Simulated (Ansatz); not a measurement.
Two isomers of C2H6FNSi: A = `C[Si]1(F)CN1`, B = `CN(C)[Si]F`.

Computed with Ansatz on PBE0-D4/def2-TZVP structures; ΔE is electronic, products minus reactants. CCSD(T)/CBS adds triple-zeta CCSD(T) − MP2 to the extrapolated MP2 energy (def2 sets, frozen cores). DFT in def2-TZVPP. Each species was taken in one conformer, which may not be the lowest.

(1) Which is lower in electronic energy at CCSD(T)/CBS, and by how much? (Best estimate.)

(2) Give E(B) − E(A) in kcal/mol with PBE0-D4, PBE-D4, r2SCAN-D4, B2PLYP, HF/def2-TZVPP, CCSD/def2-TZVPP, MP2/def2-TZVPP. (Estimate.)

Largest T1 diagnostic: 0.013.

Answers

(1) Computed: B, by 0.3 kcal/mol. So small a gap doesn't settle the order.

(2) The calculation gave: PBE0-D4 1.1, PBE-D4 -1.0, r2SCAN-D4 3.3, B2PLYP -1.5, HF/def2-TZVPP -1.5, CCSD/def2-TZVPP -1.6, MP2/def2-TZVPP 1.3. The order is the other way round with PBE0-D4, r2SCAN-D4, MP2/def2-TZVPP.

From PBE to PBE0 (25 % exact exchange), in def2-TZVPP and without D4, E(B) − E(A) moves by +2.0 kcal/mol.
